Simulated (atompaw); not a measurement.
# Hf: one change to a PAW (atompaw) potential, before and after

atompaw 4.2.0.5 input, output lines left out:

```
Hf 72
LDA-PW scalarrelativistic loggrid 2001 logderivrange -5 5 251
6 6 5 4 0 0
6 1 0
5 2 2
0 0 0
c
c
c
c
c
v
c
c
c
v
v
c
c
v
c
2
3.00 2.45 2.65 2.90
y
4.85
n
n
y
2.7
n
custom rrkj gramschmidtortho besselshape
bessel
3.00
3.00
2.00
3.00
3.00
3.00
```

All-electron outer shells of the reference configuration (LDA (PW92), scalar-relativistic, ld1.x):

```
shell  level (eV)  outermost node (bohr)  outermost maximum (bohr)
   5s      -67.18                   0.55                      1.01
   5p      -35.71                   0.60                      1.16
   4f      -17.03                      –                      0.45
   6s       -5.26                   1.37                      2.89
   5d       -2.87                   0.67                      1.71
   6p       -1.47                   1.66                      4.05
```

Change: reference 5p6 5d2 6s1.5 6p0.

Cutoffs: the cutoffs (Ry, on a coarse ladder) from which the occupation-weighted sum of valence levels, in a spherical-Bessel basis at the reference potential, stays within 10 and 1 mRy of its value at 400 Ry; they do not see the model core or the augmentation charge, which bear on the density cutoff.

Question: What does the change do?

Answer: The potential gets neither clearly harder nor softer (21 Ry and 35 Ry → 21 Ry and 35 Ry); the p channel sets the loose cutoff, while the largest relative change is in d, which becomes harder; the range in which the d phases agree narrows (upper end at the end of the scan → 1.5); neither file shows a bound ghost.

```tsv
quantity	base	changed
cutoff, loose	21 Ry	21 Ry
cutoff, tight	35 Ry	35 Ry
loose cutoff by channel (10 mRy a level)	s 6 Ry, p 18 Ry, d 8 Ry	s 6 Ry, p 18 Ry, d 10 Ry
bound ghosts	none	none
s: phases at 3.00 bohr within 0.05 rad from the reference energy up to (Ry; the scan ends near 5)	n/a	3.0
p: phases at 3.00 bohr within 0.05 rad from the reference energy up to (Ry; the scan ends near 5)	4.2	4.0
d: phases at 3.00 bohr within 0.05 rad from the reference energy up to (Ry; the scan ends near 5)	to the end of the scan	1.5
lowest overlap eigenvalue by channel	s 0.06, p 0.54, d 0.86	s 0.05, p 0.54, d 0.85
```

 The cutoffs see the waves, projectors and local potential, not the compensation charge or the core.
